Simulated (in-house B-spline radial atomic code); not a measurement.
Results of a calculation; reference values are marked as such.
**Two electrons in Ge: a parabolic dot with ħω = 23.3 meV in all three directions**

For Ge the NSM archive of the Ioffe Institute lists m_l = 1.6 m0, m_t = 0.08 m0 and ε = 16.2; the model takes one isotropic valley with the conductivity mass 3/(1/m_l + 2/m_t) = 0.117 m0, and so misses anisotropy and the other valleys. All triplets below are those of one valley; with several valleys two electrons can form a triplet in the 1s orbital itself, at an energy set by the valley splitting.

Effective-mass model with parabolic bands, a uniform dielectric constant, no image charges, no central-cell or spin-orbit terms. Two-electron levels come from full CI in B-splines with partial waves to l = 5 (up to 0.001 effective hartree above the limit).

What are the effective units, and what is the potential in them?

Ha* = 27211.386 meV × 0.117/16.2² = 12.13 meV and a* = 0.0529177 nm × 16.2/0.117 = 7.327 nm. The frequency is ω = 1.92 Ha*. The one-electron levels are 3ω/2 = 2.8800 and 5ω/2 = 4.8000 Ha*.

In these units the lowest s and p orbitals lie at 2.8800 and 4.8000, and their Coulomb and exchange integrals are J_ss = 1.1056, J_sp = 0.9213 and K_sp = 0.1843. (For a parabolic well J_ss = √(2ω/π).) Full CI gives 6.7955 for the ground singlet, 8.4000 for the sp triplet, 8.7158 for the sp singlet and 10.3200 for the lowest triplet of two s orbitals.

What does it cost to add the second electron, to first order and exactly?

To first order E = 2ε_s + J_ss = 6.8656, so the charging energy E(2) − 2E(1) is J_ss = 13.41 meV. CI gives 6.7955 − 2 × (2.8800) = 1.0355, or 12.56 meV: relaxation and correlation lower it by 0.8503 meV, 6.3 % of J_ss. The s² configuration of one-electron orbitals holds 98.6 % of the state, and the mean radius is 6.26 nm.

How far above the singlet do the triplets lie?

To first order the sp triplet lies at ε_s + ε_p + J_sp − K_sp = 8.4171, which is 18.82 meV above 2ε_s + J_ss. CI gives 8.4000 − (6.7955) = 1.6045, or 19.46 meV, 84 % of the orbital spacing of 23.29 meV. The ss triplet lies 42.76 meV up, so the lower of the two is the sp one, and its gap equals k_BT at 226 K. The sp singlet-triplet splitting is 3.831 meV, against 2K_sp = 4.471 meV. The sp singlet lies ħω above the ground state (1.9203 against 1.92), as Kohn's theorem demands for a parabolic well.
